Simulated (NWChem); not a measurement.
# C₂H₈BN; SMILES CBNC

```xyz
12

B     -0.7280    -0.6972     0.0000
H     -1.8697    -1.1381     0.0000
C      0.4981    -1.6924     0.0000
H      1.5060    -1.2305     0.0000
H      0.4330    -2.3654    -0.8827
H      0.4330    -2.3654     0.8827
N     -0.6254     0.7046     0.0000
C      0.5584     1.5427     0.0000
H     -1.4977     1.2384     0.0000
H      0.6030     2.1998     0.8965
H      0.6030     2.1998    -0.8965
H      1.4680     0.9139     0.0000
```
Atoms are numbered in this order, from 1.

Computed with NWChem. Structure relaxed at the PBE-D3(BJ)/def2-SVP level.

**Question.** Among these, which level gives the lowest value of “orbital gap (eV)”?
A. B3LYP/STO-3G
B. B3LYP/aug-pcseg-1
C. B3LYP/pcseg-1
D. B3LYP/def2-SVP

**Answer.** B, B3LYP/aug-pcseg-1. Values: B3LYP/aug-pcseg-1 6.97; B3LYP/pcseg-1 7.98; B3LYP/def2-SVP 8.03; B3LYP/STO-3G 9.29
